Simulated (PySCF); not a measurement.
CH₆GeOSi, neutral, multiplicity 1. Atoms are numbered in the order given.

```xyz
10

Ge     0.9456     0.1552     0.0000
O     -0.2085     1.5236     0.0000
C     -1.6126     1.5990     0.0000
H     -2.0967     0.6051     0.0000
H     -1.9560     2.1509    -0.8922
H     -1.9560     2.1509     0.8922
Si    -0.6995    -1.7845     0.0000
H     -1.5915    -1.8023     1.2059
H     -1.5915    -1.8023    -1.2059
H      0.0699    -3.0696     0.0000
```
Charge 0, spin multiplicity 1.

The structure is a stationary point at B3LYP-D3(BJ)/def2-SVP. The structure was generated by enumeration; whether it is a known compound was not checked. One conformer was computed; it need not be the lowest.

Computed with PBE/pcSseg-1 run with PySCF.

GIAO shieldings, no solvent; atoms alike by connectivity are averaged. δ = σ(ref) − σ: ⁷³Ge against GeH4 (σ = 1614.4 ppm); ¹⁷O against H2O (σ = 334.3 ppm); ¹³C against TMS (σ = 182.0 ppm); ¹H against TMS (σ = 31.49 ppm); ²⁹Si against TMS (σ = 335.4 ppm), references at their B3LYP-D3(BJ)/def2-TZVP geometries, non-relativistic.

| atoms | nucleus | count | δ (ppm) |
|---|---|---|---|
| Ge1 | ⁷³Ge | 1 | ? |
| O2 | ¹⁷O | 1 | 402.9 |
| C3 | ¹³C | 1 | ? |
| H4, H5, H6 | ¹H | 3 | 5.42 |
| H8, H9, H10 | ¹H | 3 | ? |
| Si7 | ²⁹Si | 1 | -117.8 |

Q: Complete the blanks. (Estimate from the structure and the level; the computed values follow.)

A: 
- C3, δ (ppm): 77.9
- Ge1, δ (ppm): 1596.5
- H8, H9, H10, δ (ppm): 3.81
